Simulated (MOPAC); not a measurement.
MOPAC input (PM6):

```
PM6 FORCE THERMO(298,298) PRECISE LET UHF MS=0.5 GEO-OK AUX(PRECISION=9) THREADS=1
CH5BNO

C    -1.26228109 1    0.77567995 1    0.42564665 1
N    -0.67758709 1   -0.56307943 1    0.24222068 1
B     0.61569313 1   -0.78027523 1   -0.20199193 1
O     1.55012739 1    0.14526582 1   -0.53811147 1
H    -1.56177744 1    0.94114634 1    1.47460617 1
H    -0.53049372 1    1.56179812 1    0.16157921 1
H    -2.14710420 1    0.91742983 1   -0.21797918 1
H    -1.26989049 1   -1.34383748 1    0.45799735 1
H     2.39359257 1   -0.13654653 1   -0.82585772 1
```

Output:

```
 *******************************************************************************
 **                                                                           **
 **                              MOPAC v23.2.5                                **
 **                                                                           **
 *******************************************************************************
 ** MOPAC's Digital Object Identifier: https://doi.org/10.5281/zenodo.6511958 **
 **                                                                           **
 ** Please cite the open-source release paper for use of this MOPAC version:  **
 ** J. E. Moussa and J. J. P. Stewart (2026)                                  **
 ** MOPAC: An open-source semiempirical molecular orbital program             **
 ** J. Open Source Softw., 11(119), 8025, https://doi.org/10.21105/joss.08025 **
 *******************************************************************************

                              PM6 CALCULATION RESULTS

 *******************************************************************************
 *  PM6        - The PM6 Hamiltonian to be used
 *  GEO-OK     - OVERRIDE INTERATOMIC DISTANCE AND OTHER SAFETY CHECKS
 *  UHF        - UNRESTRICTED HARTREE-FOCK CALCULATION
 *  MS=        - IN MECI, MAGNETIC COMPONENT OF SPIN =  0.5
 *  LET        - OVERRIDE SOME SAFETY CHECKS
 *  PRECISE    - TIGHTER CRITERIA TO BE USED
 *  FORCE      - FORCE CALCULATION SPECIFIED
 *  AUX        - OUTPUT AUXILIARY INFORMATION
 *  THERMO     - THERMODYNAMIC QUANTITIES TO BE CALCULATED
 *******************************************************************************
PM6 FORCE THERMO(298,298) PRECISE LET UHF MS=0.5 GEO-OK AUX(PRECISION=9) THREADS=1
 CH5BNO

   ATOM   CHEMICAL          X               Y               Z
  NUMBER   SYMBOL      (ANGSTROMS)     (ANGSTROMS)     (ANGSTROMS)

     1       C         -1.26228109  *   0.77567995  *   0.42564665  *
     2       N         -0.67758709  *  -0.56307943  *   0.24222068  *
     3       B          0.61569313  *  -0.78027523  *  -0.20199193  *
     4       O          1.55012739  *   0.14526582  *  -0.53811147  *
     5       H         -1.56177744  *   0.94114634  *   1.47460617  *
     6       H         -0.53049372  *   1.56179812  *   0.16157921  *
     7       H         -2.14710420  *   0.91742983  *  -0.21797918  *
     8       H         -1.26989049  *  -1.34383748  *   0.45799735  *
     9       H          2.39359257  *  -0.13654653  *  -0.82585772  *

          CARTESIAN COORDINATES

    NO.       ATOM           X           Y           Z

     1         C         -1.2623      0.7757      0.4256
     2         N         -0.6776     -0.5631      0.2422
     3         B          0.6157     -0.7803     -0.2020
     4         O          1.5501      0.1453     -0.5381
     5         H         -1.5618      0.9411      1.4746
     6         H         -0.5305      1.5618      0.1616
     7         H         -2.1471      0.9174     -0.2180
     8         H         -1.2699     -1.3438      0.4580
     9         H          2.3936     -0.1365     -0.8259

 General Reference for PM6:
 "Optimization of Parameters for Semiempirical Methods V: Modification of NDDO Approximations
 and Application to 70 Elements", J. J. P. Stewart, J. Mol. Mod., 13, 1173-1213 (2007)
 URL: https://link.springer.com/article/10.1007/s00894-007-0233-4
[...]
 FORCE CONSTANT      6.7634

 VIBRATION         17   11A'         ATOM PAIR     ENERGY CONTRIBUTION    RADIAL
 FREQUENCY          2448.42         O 4 -- H 9         +99.4% ( 99.7%)     96.5%
 TRANSITION DIPOLE   1.6441         B 3 -- O 4          +0.5% (  7.0%)     61.8%
 TRAVEL (Ang.)       0.1708
 REDUCED MASS        0.9442
 EFFECTIVE MASS      1.3456
 FORCE CONSTANT      3.3348

 VIBRATION         18   12A'         ATOM PAIR     ENERGY CONTRIBUTION    RADIAL
 FREQUENCY          2665.58         C 1 -- H 6         +62.9% ( 81.7%)     99.6%
 TRANSITION DIPOLE   0.5774         C 1 -- H 5         +17.9% ( 43.7%)     86.7%
 TRAVEL (Ang.)       0.2304         C 1 -- H 7         +17.9% ( 43.7%)     86.7%
 REDUCED MASS        0.4763         C 1 -- N 2          +0.9% (  9.9%)      0.1%
 EFFECTIVE MASS      1.4518
 FORCE CONSTANT      1.9941

 VIBRATION         19    7A"         ATOM PAIR     ENERGY CONTRIBUTION    RADIAL
 FREQUENCY          2665.96         C 1 -- H 7         +49.2% ( 72.2%)     98.0%
 TRANSITION DIPOLE   0.5147         C 1 -- H 5         +49.2% ( 72.2%)     98.0%
 TRAVEL (Ang.)       0.2250         C 1 -- N 2          +0.8% (  9.5%)      0.0%
 REDUCED MASS        0.4996         C 1 -- H 6          +0.8% (  9.2%)      0.0%
 EFFECTIVE MASS      1.4491
 FORCE CONSTANT      2.0921

 VIBRATION         20   13A'         ATOM PAIR     ENERGY CONTRIBUTION    RADIAL
 FREQUENCY          2759.23         C 1 -- H 6         +35.3% ( 57.2%)     96.0%
 TRANSITION DIPOLE   0.3446         C 1 -- H 5         +32.0% ( 54.5%)     95.5%
 TRAVEL (Ang.)       0.2740         C 1 -- H 7         +32.0% ( 54.5%)     95.5%
 REDUCED MASS        0.3254         N 2 -- H 8          +0.3% (  5.4%)     64.5%
 EFFECTIVE MASS      1.1261
 FORCE CONSTANT      1.4597

 VIBRATION         21   14A'         ATOM PAIR     ENERGY CONTRIBUTION    RADIAL
 FREQUENCY          2832.56         N 2 -- H 8         +98.0% ( 99.7%)    100.0%
 TRANSITION DIPOLE   0.9914         N 2 -- B 3          +0.7% (  8.6%)     27.0%
 TRAVEL (Ang.)       0.1600         C 1 -- N 2          +0.7% (  8.5%)     16.4%
 REDUCED MASS        0.9300         C 1 -- H 6          +0.5% (  7.0%)     98.1%
 EFFECTIVE MASS      1.3970
 FORCE CONSTANT      4.3961

      SYMMETRY NUMBER FOR POINT-GROUP Cs  =  1

          SYSTEM IS A GROUND STATE

 CH5BNO

          MOLECULE IS NOT LINEAR

          THERE ARE 21 GENUINE VIBRATIONS IN THIS SYSTEM
          THIS THERMODYNAMICS CALCULATION IS LIMITED TO
          MOLECULES WHICH HAVE NO INTERNAL ROTATIONS

                    CALCULATED THERMODYNAMIC PROPERTIES
                                          *
   TEMP. (K)   PARTITION FUNCTION   H.O.F.    ENTHALPY  HEAT CAPACITY ENTROPY
                                   KCAL/MOL   CAL/MOLE    CAL/K/MOL  CAL/K/MOL

 298.00  VIB.     0.1397D+02                  1920.7674    12.5549    11.6863
         ROT.     0.3977D+05                   888.2803     2.9808    24.0270
         INT.     0.5558D+06                  2809.0477    15.5357    35.7133
         TRA.     0.4256D+27                  1480.4672     4.9680    38.0852
         TOT.                      -59.274    4289.5149    20.5037    73.7985

   *: NOTE: HEATS OF FORMATION ARE RELATIVE TO THE
            ELEMENTS IN THEIR STANDARD STATE AT 298K
              (=  Standard Enthalpy of Formation).

            Hvib:  Zero-point energy is not included.
                   frequencies of less than zero cm-1 are not included.
            Hrot = (3/2)RT
            Htra = (3/2)RT + pV = (5/2)RT

            Heat capacity is Cp, not Cv

          For more information, see: HTTP://OpenMOPAC.net/Manual/thermochemistry.html

           FORCE CONSTANT IN CARTESIAN COORDINATES (Millidynes/A)

    ATOM   CHEMICAL       X               Y               Z
   NUMBER   SYMBOL  FORCE CONSTANT  FORCE CONSTANT  FORCE CONSTANT

      1       C        7.440838        6.441592        5.838886
      2       N        9.340613        9.370670        0.509096
      3       B        3.928997       10.225194        0.317646
      4       O        1.588863        7.326465        0.101514
      5       H        1.254665        1.254599        2.818093
      6       H        1.286012        3.565950        0.522023
      7       H        1.254676        1.254601        2.818080
      8       H        1.679370        3.773129        0.105900
      9       H        1.127537        2.533925        0.061210

 **********************
 *                    *
 * JOB ENDED NORMALLY *
 *                    *
 **********************

 == MOPAC DONE ==
```
